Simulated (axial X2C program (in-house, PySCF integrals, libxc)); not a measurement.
## ZnGa: properties at the nuclei

Computed with an axial X2C code built on PySCF integrals: two-component X2C with atomic mean-field Coulomb and Gaunt terms, Gaussian nuclei, basis Ga dyall-cv3z, Zn dyall-cv3z with contracted cores.

R = 2.675 Å (near the PBE0 minimum at charge 0 of the determinant lowest at the starting distance; the state shown can have its own minimum elsewhere).

Determinant lowest in the PBE0 search, Ω = 1/2 (⟨Sz⟩ = -0.50, ⟨Lz⟩ = 1.00 at PBE0), spin on the atoms Ga -0.44, Zn -0.06:

```csv
level,Eeff magnitude (GV/cm),Ws magnitude Ga (kHz),Ws magnitude Zn (kHz),A∥/gI Ga (MHz),qzz Ga (a.u.),A∥/gI Zn (MHz),qzz Zn (a.u.),μ (D)
PBE0,0.11,0.0214,0.0738,903,0.43,250,0.08,0.54
HF,1.34,0.234,0.911,911,-0.19,512,-0.40,0.57
PBE,0.0783,0.0109,0.0559,898,0.36,256,0.14,0.30
PBE50,0.153,0.0379,0.0949,907,0.48,256,0.02,0.75
r2SCAN,0.0602,0.0891,0.0379,1060,0.40,268,0.11,0.44
```

Determinant 0.07 eV from it at PBE0 and this distance, Ω = 3/2 (⟨Sz⟩ = 0.50, ⟨Lz⟩ = 1.00 at PBE0), spin on the atoms Ga 0.44, Zn 0.06:

| level | Eeff magnitude (GV/cm) | Ws magnitude Ga (kHz) | Ws magnitude Zn (kHz) | A∥/gI Ga (MHz) | qzz Ga (a.u.) | A∥/gI Zn (MHz) | qzz Zn (a.u.) | μ (D) |
| --- | --- | --- | --- | --- | --- | --- | --- | --- |
| PBE0 | 0.144 | 0.00112 | 0.0402 | 85.3 | 0.37 | -31.4 | 0.08 | 0.54 |
| HF | 2.41 | 0.315 | 0.374 | 50 | 0.38 | -180 | -0.20 | 0.97 |
| PBE | 0.0887 | 0.004 | 0.0293 | 88.3 | 0.29 | -20.7 | 0.14 | 0.30 |
| PBE50 | 0.236 | 0.0106 | 0.0573 | 83.8 | 0.43 | -43.3 | 0.03 | 0.77 |
| r2SCAN | 0.057 | 0.0382 | 0.0221 | 39.3 | 0.33 | -25.5 | 0.11 | 0.44 |

Eeff is the effective electric field on the electron electric dipole moment in this Ω state and Ws the scalar–pseudoscalar constant of the nucleus named (defined with the proton number Z and per Ω); A∥ (defined per Ω) follows by multiplying with gI = μI/(I μN); qzz is the electric field gradient, eQq0 = 234.96 MHz × Q/barn × qzz; μ is positive if the Zn end (last atom) is positive. The operators were transformed with the bare-nucleus X2C matrices; with these basis sets, hyperfine constants and field gradients can be off by tens of per cent, and where levels differ in sign neither size nor sign is settled.

Problem. With gI(69Ga) = 1.3444 (g factors from the IAEA table of nuclear moments by Stone), turn the PBE0 values of the first state into constants in MHz.

Solution. A∥(69Ga) = 903 × 1.3444 = 1210 MHz.

Each state is one determinant with collinear spin. Unrestricted Hartree–Fock can overshoot spin polarisation at the nuclei. In the state Ω = 1/2 the sign of Eeff differs between levels (r2SCAN against PBE0). In the state Ω = 3/2 the sign of Eeff differs between levels (r2SCAN against PBE0). Where Eeff spreads by more than a factor of two the levels disagree and none is to be relied on. The search compared states at one distance, so a state with another bond length can lie lower. The sign of Ws at Ga differs between levels in the first state. The sign of Ws at Ga differs between levels in the second state. Where a field gradient or hyperfine factor spreads by more than a factor of two over the levels, a constant derived from it is not to be relied on. PBE0 term energies can be off by some tenths of an eV.
